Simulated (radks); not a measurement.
Problem. Se+, 33 electrons, occupied as [Ar] 3d10 4s1.5 4p3 5p0.5 (fractional occupations, a model configuration). Method: Dirac Kohn-Sham, SOGGA, spin-unpolarised, spherical densities, point nucleus; open shells fill j = l - 1/2 first; computed with a radial shooting solver on a logarithmic mesh with Libxc functionals. Some entries of the table are withheld. Estimate them.

| orbital | occ. | eigenvalue (hartree) | <1/r> (bohr^-1) |
|---|---|---|---|
| 1s1/2 | 2 | -459.5755 | 34.54 |
| 2s1/2 | 2 | -59.52120 | 7.680 |
| 2p1/2 | 2 | -53.46496 | 7.648 |
| 2p3/2 | 4 | -51.93204 | 7.411 |
| 3s1/2 | 2 | -8.36032 | 2.498 |
| 3p1/2 | 2 | -6.28912 | 2.378 |
| 3p3/2 | 4 | -6.07321 | 2.322 |
| 3d3/2 | 4 | (1) | (2) |
| 3d5/2 | 6 | (3) | (4) |
| 4s1/2 | 1.5 | -1.09810 | 0.7716 |
| 4p1/2 | 2 | -0.67564 | 0.6465 |
| 4p3/2 | 1 | -0.65790 | 0.6345 |
| 5s1/2 | 0 | -0.23767 | 0.2650 |
| 4d3/2 | 0 | -0.17978 | 0.3271 |
| 4d5/2 | 0 | -0.17902 | 0.3254 |
| 5p1/2 | 0.5 | -0.16530 | 0.2093 |
| 5p3/2 | 0 | -0.16332 | 0.2069 |

Solution. 
(1) 3d3/2 eigenvalue (hartree): -2.49957
(2) 3d3/2 <1/r> (bohr^-1): 2.043
(3) 3d5/2 eigenvalue (hartree): -2.46661
(4) 3d5/2 <1/r> (bohr^-1): 2.028
